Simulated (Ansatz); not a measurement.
Basis-set series for C2H3BCl2 (`C=CB(Cl)Cl`). Total charge 0; spin multiplicity 1. All single points use the PBE0-D4/def2-TZVP geometry. It is one conformer, not always the lowest.

| functional | basis | functions | energy (Eh) | HOMO (eV) | LUMO (eV) |
| --- | --- | --- | --- | --- | --- |
| PBE0-D4 | def2-SVP | 93 | -1022.54867 | -8.46 | -2.00 |
| PBE0-D4 | def2-TZVPP | 219 | -1022.97203 | -8.54 | -2.19 |
| ωB97M-V | def2-SVP | 93 | -1022.88492 | -10.65 | 0.15 |
| ωB97M-V | def2-TZVPP | 219 | -1023.30994 | -10.74 | -0.10 |

Q: Give the rows for def2-QZVPP. (Estimate.)

A: Ansatz gave: 
```
functional       basis  functions  energy (Eh)  HOMO (eV)  LUMO (eV)
   PBE0-D4  def2-QZVPP        401  -1023.00435      -8.56      -2.24
   ωB97M-V  def2-QZVPP        401  -1023.34050     -10.76      -0.17
```
